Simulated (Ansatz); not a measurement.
Relaxation of fac-[ZnCl3(NH3)3]- (ZnN₃Cl₃H₉⁻) with RKS PBE-D4/def2-SVPD.

```sh
$ ansatz run in.yaml --threads 4 --pin off --events-out ev --progress --plain --max-ram 4787MiB
```

```yaml
crystal:
  periodic: [false, false, false]
  atoms:
    - {symbol: Cl, position_ang: [0.159860, 0.139030, 2.849830]}
    - {symbol: Cl, position_ang: [2.852150, 0.163000, 0.095220]}
    - {symbol: Cl, position_ang: [0.094830, 2.855290, 0.116980]}
    - {symbol: N, position_ang: [0.439570, 0.464140, -1.770590]}
    - {symbol: N, position_ang: [-1.764330, 0.446000, 0.484950]}
    - {symbol: N, position_ang: [0.490550, -1.756750, 0.463610]}
    - {symbol: Zn, position_ang: [0.503540, 0.513340, 0.496860]}
    - {symbol: H, position_ang: [1.436940, 0.319860, -1.887320]}
    - {symbol: H, position_ang: [0.261020, 1.456130, -1.885300]}
    - {symbol: H, position_ang: [-0.064630, -0.056920, -2.475330]}
    - {symbol: H, position_ang: [-2.475470, -0.064030, -0.021570]}
    - {symbol: H, position_ang: [-1.885210, 1.442170, 0.333530]}
    - {symbol: H, position_ang: [-1.864360, 0.275740, 1.480130]}
    - {symbol: H, position_ang: [1.484980, -1.855670, 0.288210]}
    - {symbol: H, position_ang: [-0.016210, -2.478200, -0.031560]}
    - {symbol: H, position_ang: [0.346780, -1.863130, 1.462370]}
basis:
  gaussian: {orbitals: def2-SVPD}
total_charge: -1
hamiltonian: {xc: pbe, dispersion: d4}
scf: {lower_state_search: "off"}
output: {orbitals: {seedname: orbitals}}
relax: {f_tol: 0.02, max_steps: 100}
```

Run time 16 s (4 threads of Arm Neoverse V2 on a shared host).

Positions (Å) and forces (eV/Å) at steps 1, 2, 3, 4, 5 of 5:

```xyz
16
step=1 energy=-90563.8606 eV
Cl    0.160    0.139    2.850    0.028    0.024    0.405
Cl    2.852    0.163    0.095    0.402    0.028    0.019
Cl    0.095    2.855    0.117    0.020    0.405    0.021
N     0.440    0.464   -1.771   -0.130   -0.124    0.129
N    -1.764    0.446    0.485    0.124   -0.120   -0.122
N     0.491   -1.757    0.464   -0.127    0.120   -0.124
Zn    0.504    0.513    0.497   -0.207   -0.210   -0.205
H     1.437    0.320   -1.887    0.648   -0.118   -0.067
H     0.261    1.456   -1.885   -0.138    0.639   -0.063
H    -0.065   -0.057   -2.475   -0.346   -0.357   -0.323
H    -2.475   -0.064   -0.022   -0.328   -0.348   -0.350
H    -1.885    1.442    0.334   -0.067    0.631   -0.121
H    -1.864    0.276    1.480   -0.051   -0.129    0.634
H     1.485   -1.856    0.288    0.636   -0.052   -0.134
H    -0.016   -2.478   -0.032   -0.350   -0.333   -0.343
H     0.347   -1.863    1.462   -0.114   -0.057    0.641
16
step=2 energy=-90563.9531 eV
Cl    0.211    0.189    2.898   -0.074   -0.076    0.022
Cl    2.900    0.214    0.145    0.019   -0.075   -0.077
Cl    0.146    2.904    0.168   -0.078    0.019   -0.073
N     0.457    0.486   -1.827   -0.022   -0.034    0.086
N    -1.821    0.463    0.505    0.085   -0.013   -0.036
N     0.512   -1.814    0.483   -0.032    0.083   -0.025
Zn    0.488    0.497    0.482   -0.043   -0.048   -0.042
H     1.462    0.330   -1.962    0.139   -0.027    0.032
H     0.274    1.487   -1.958   -0.032    0.142    0.034
H    -0.078   -0.061   -2.505   -0.052   -0.052   -0.040
H    -2.506   -0.080   -0.025   -0.040   -0.054   -0.048
H    -1.959    1.466    0.335    0.032    0.134   -0.027
H    -1.937    0.295    1.510    0.036   -0.030    0.138
H     1.515   -1.929    0.302    0.139    0.036   -0.032
H    -0.023   -2.509   -0.042   -0.050   -0.040   -0.051
H     0.358   -1.938    1.490   -0.027    0.036    0.138
16
step=3 energy=-90563.9681 eV
Cl    0.153    0.130    2.875    0.004    0.005    0.111
Cl    2.876    0.155    0.086    0.115    0.007    0.005
Cl    0.086    2.879    0.110    0.006    0.116    0.004
N     0.477    0.504   -1.844   -0.044   -0.044   -0.028
N    -1.838    0.486    0.524   -0.029   -0.047   -0.042
N     0.532   -1.831    0.503   -0.049   -0.031   -0.041
Zn    0.463    0.471    0.457   -0.102   -0.106   -0.106
H     1.490    0.353   -1.953    0.001   -0.018    0.030
H     0.292    1.512   -1.946   -0.017    0.002    0.028
H    -0.041   -0.029   -2.550    0.017    0.020    0.037
H    -2.551   -0.039    0.007    0.038    0.016    0.021
H    -1.950    1.497    0.363    0.033   -0.002   -0.019
H    -1.925    0.312    1.535    0.026   -0.016    0.001
H     1.542   -1.918    0.323    0.000    0.030   -0.019
H     0.014   -2.554   -0.006    0.019    0.039    0.018
H     0.380   -1.927    1.517   -0.017    0.028    0.001
16
step=4 energy=-90563.9760 eV
Cl    0.148    0.126    2.884    0.002    0.002    0.061
Cl    2.885    0.150    0.082    0.061    0.002    0.001
Cl    0.082    2.888    0.106    0.001    0.061    0.001
N     0.475    0.502   -1.835   -0.016   -0.016   -0.009
N    -1.828    0.482    0.521   -0.009   -0.017   -0.015
N     0.529   -1.821    0.501   -0.014   -0.009   -0.016
Zn    0.449    0.457    0.443   -0.045   -0.047   -0.042
H     1.487    0.347   -1.943   -0.006   -0.010    0.021
H     0.290    1.510   -1.936   -0.009   -0.007    0.021
H    -0.048   -0.032   -2.535    0.003    0.004    0.005
H    -2.535   -0.049    0.004    0.005    0.002    0.004
H    -1.940    1.492    0.354    0.022   -0.006   -0.010
H    -1.915    0.311    1.533    0.022   -0.009   -0.008
H     1.539   -1.908    0.318   -0.007    0.021   -0.009
H     0.006   -2.537   -0.012    0.003    0.005    0.003
H     0.376   -1.918    1.515   -0.011    0.022   -0.008
16
step=5 energy=-90563.9789 eV
Cl    0.143    0.121    2.897   -0.002   -0.002   -0.012
Cl    2.897    0.145    0.077   -0.001    0.004    0.002
Cl    0.076    2.899    0.101    0.004   -0.001    0.002
N     0.468    0.495   -1.824    0.005    0.007   -0.009
N    -1.817    0.476    0.514   -0.008   -0.005    0.011
N     0.523   -1.810    0.493   -0.002   -0.007    0.012
Zn    0.440    0.447    0.434    0.000   -0.002   -0.011
H     1.481    0.339   -1.926    0.003    0.001   -0.005
H     0.284    1.504   -1.917    0.001    0.003   -0.005
H    -0.054   -0.036   -2.527   -0.001   -0.001    0.008
H    -2.527   -0.052   -0.001    0.008   -0.001   -0.001
H    -1.923    1.488    0.349    0.000    0.002   -0.001
H    -1.894    0.302    1.526   -0.009    0.004    0.006
H     1.535   -1.891    0.317    0.000    0.000   -0.001
H     0.007   -2.529   -0.020   -0.001    0.008   -0.001
H     0.362   -1.897    1.507    0.004   -0.009    0.005
```

Another isomer (singlet) lies 0.73 eV lower at PBE0-D4/def2-TZVPD; other spin states weren't run for this one.
